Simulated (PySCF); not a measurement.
**[La(H2CO)]3+ relaxed at several levels**

Computed with PySCF 2.14.0, def2-SVP on the ligands, density fitting, scalar-relativistic core potentials, no spin-orbit coupling, vacuum. Each row is relaxed at its own level from the same template. Distances are means of the shortest metal–ligand contacts, charges and spins Mulliken's; removal energies are rigid, with the ligand's formal charge and no counterpoise, so too large; for an anion taken off a cation in vacuum most of it is the attraction of opposite charges, and multiply charged cations can part far more cheaply with an electron moved from ligand to metal. lcecp potentials hold a fixed number of 4f electrons in the core, out of states, spins and gaps.

| level | basis on the metal | point group | M–H2CO (Å) | charge on M (e) | HOMO–LUMO gap (eV) | removal of one H2CO (eV) | strongest infrared band, degenerate modes summed (cm⁻¹) | unstable modes (below −25 cm⁻¹) |
| --- | --- | --- | --- | --- | --- | --- | --- | --- |
| BP86 | lcecp-1-SVP with ECP46 | C2v | 2.233 | 2.46 | – | 5.59 | 1391 | 0 |
| PBE0 | def2-SVP with ECP46 | C2v | 2.231 | 2.48 | 5.53 | 5.51 | 1584 | 0 |

Q: What does the calculation give for PBE0, lcecp-1-SVP with ECP46?

A: point group: C2v, M–H2CO (Å): 2.215, charge on M (e): 2.52, removal of one H2CO (eV): 5.53, strongest infrared band, degenerate modes summed (cm⁻¹): 1576, unstable modes (below −25 cm⁻¹): 0.
```xyz
5

La    0.0000    0.0000   -0.2991
O     0.0000    0.0000    1.9158
C     0.0000    0.0000    3.1784
H     0.9685    0.0000    3.7251
H    -0.9685    0.0000    3.7251
```

One start shape was tried for each, so a minimum needn't be the lowest isomer.
